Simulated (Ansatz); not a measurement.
Ansatz (an electronic-structure program) input (MP2/cc-pV5Z):

Ansatz 0.2 input:
```yaml
crystal:
  periodic: [false, false, false]
  atoms:
    - {symbol: C, position_ang: [0.00000000, 0.00000000, 0.00000000]}
basis:
  gaussian:
    orbitals: cc-pV5Z
magnetization: {spin_polarized: true, initial_magnetization: 2}
correlation: {method: mp2, electrons: outside_noble_gas}
scf: {lower_state_search: full}
```

Output:

```
Functional definition: HF
integrals: 0.03 GiB planned
562 factors; integrals over basis functions are off by at most 1.4e-4 eV
mean field: 0.14 GiB planned
mean field evaluation 1: about -1025.3267 eV, gradient 6.6e0 eV
mean field evaluation 2: about -1025.3276 eV, gradient 6.6e0 eV
mean field evaluation 4: about -1025.6959 eV, gradient 3.4e-1 eV
mean field evaluation 8: about -1025.6972 eV, gradient 3.2e-4 eV
mean field evaluation 16: about -1025.6972 eV, gradient 2.6e-4 eV
mean field evaluation 32: about -1024.7389 eV, gradient 8.0e0 eV
mean field evaluation 64: about -1019.4939 eV, gradient 5.2e0 eV
mean field -1025.69719388 eV, -37.6936766327 hartree, gradient 1.4e-6 eV, S^2 2.010287; 6 other end points of the search recorded, 0 dependent functions left out
1 core orbitals not correlated
reference -1025.69719388 eV, -37.6936766327 hartree; 3, 1 occupied and 87, 89 virtual orbitals, 562 factors
second order -2.01770755 eV of doubles, -0.00000000 eV of singles
Total energy: -1027.71490144 eV, -37.7678260176 hartree
```
